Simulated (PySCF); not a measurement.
**Electron correlation in Si (silicon, neutral)**

[Ne] 3s1 3p3, high-spin 5S determinant (an excited configuration). Calculation: PySCF 2.14, in aug-cc-pVQZ-DK (7s6p4d3f2g, 84 functions); scalar relativity by spin-free X2C-1e. Frozen: [Ne]; 4 electrons correlated.

```
  level  correlation energy (mhartree)
   CCSD                         -30.73
    (T)                          -0.62
CCSD(T)                         -31.35
```

Diagnostics: T1 = 0.0023, D1 = 0.0060, largest double amplitude 0.046.

Cost of the coupled-cluster step: 8.3 s of wall time on 1 thread of Neoverse-V1 (shared host), for 4 correlated electrons.
